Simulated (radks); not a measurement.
Results of a calculation; reference values are marked as such.
These are the eigenvalues of the occupied orbitals of an atom or ion with whole-number occupations (Ry). Level of theory: scalar-relativistic Kohn-Sham, BLYP, spin-polarised, spherical densities, point nucleus (a radial shooting solver on a logarithmic mesh with Libxc functionals).

1s: -113.7772
2s: -10.47306
2p: -7.65714

Which element is it, and in what charge state? The configuration may be excited. Open shells, if any, are filled with parallel spins first.

Answer. Z = 13, aluminium, charge +3: Al3+ in [Ne]. The list shows which subshells hold electrons but not how many an open one holds; the 1s level, -56.889 hartree, gives Z - s = 10.7 by -(Z - s)^2/2, which with screening and relativity narrows Z to a few neighbours, and the depths of the outer levels then fix element, charge and occupations together.
